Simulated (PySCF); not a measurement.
GeH₄O₄, SMILES [OH][Ge]([OH])([OH])[OH]. Atoms are numbered in the order given.

```xyz
9

O     -1.0727     1.0337     0.9308
Ge     0.0000     0.0000     0.0000
O      1.0727    -1.0337     0.9308
O     -1.0337    -1.0727    -0.9308
O      1.0337     1.0727    -0.9308
H     -1.8984     0.5903     1.1602
H      1.8984    -0.5903     1.1602
H     -0.5903    -1.8984    -1.1602
H      0.5903     1.8984    -1.1602
```
Charge 0, spin multiplicity 1.

Geometry: ωB97X-D3(BJ)/def2-SVP. The isomer is the one that the SMILES or the coordinates give; other isomers of the formula were not compared. Other conformers were not sampled.

All values below come from TDA-ωB97X/def2-SVPD in PySCF 2.14.0.

Vertical excitations; the highest root listed may be one member of a degenerate set. Isolated molecule, no solvent. State labels are in the subgroup C2.

```
state  symmetry  energy (eV)  λ (nm)      f                                                                 main pairs
-----  --------  -----------  ------  -----  -------------------------------------------------------------------------
S1            B         7.84     158  0.032                                                 HOMO→LUMO (degenerate set)
S2            B         7.84     158  0.032                                               HOMO−1→LUMO (degenerate set)
S3            A         8.27     150  0.000                                                           HOMO−3→LUMO 72 %
S4            A         8.31     149  0.231                                                           HOMO−2→LUMO 80 %
S5            B         9.19     135  0.176                                               HOMO−4→LUMO (degenerate set)
S6            B         9.19     135  0.176                                               HOMO−5→LUMO (degenerate set)
S7            A         9.27     134  0.002                     HOMO−7→LUMO 35 %, HOMO→LUMO+2 22 %, HOMO−1→LUMO+1 22 %
S8            A         9.52     130  0.000                                       HOMO−6→LUMO 56 %, HOMO−2→LUMO+3 11 %
S9            A         9.95     125  0.000  HOMO→LUMO+2 23 %, HOMO−1→LUMO+1 23 %, HOMO−3→LUMO 11 %, HOMO−3→LUMO+4 7 %
S10           B        10.00     124  0.014  HOMO→LUMO+3 36 %, HOMO−3→LUMO+2 13 %, HOMO→LUMO+4 12 %, HOMO−2→LUMO+2 7 %
T1            B         7.40     168      0                                                 HOMO→LUMO (degenerate set)
T2            B         7.40     168      0                                               HOMO−1→LUMO (degenerate set)
T3            A         7.68     161      0                                                           HOMO−2→LUMO 73 %
T4            A         7.86     158      0                                                           HOMO−3→LUMO 66 %
```
Triplets are in the Tamm–Dancoff approximation.
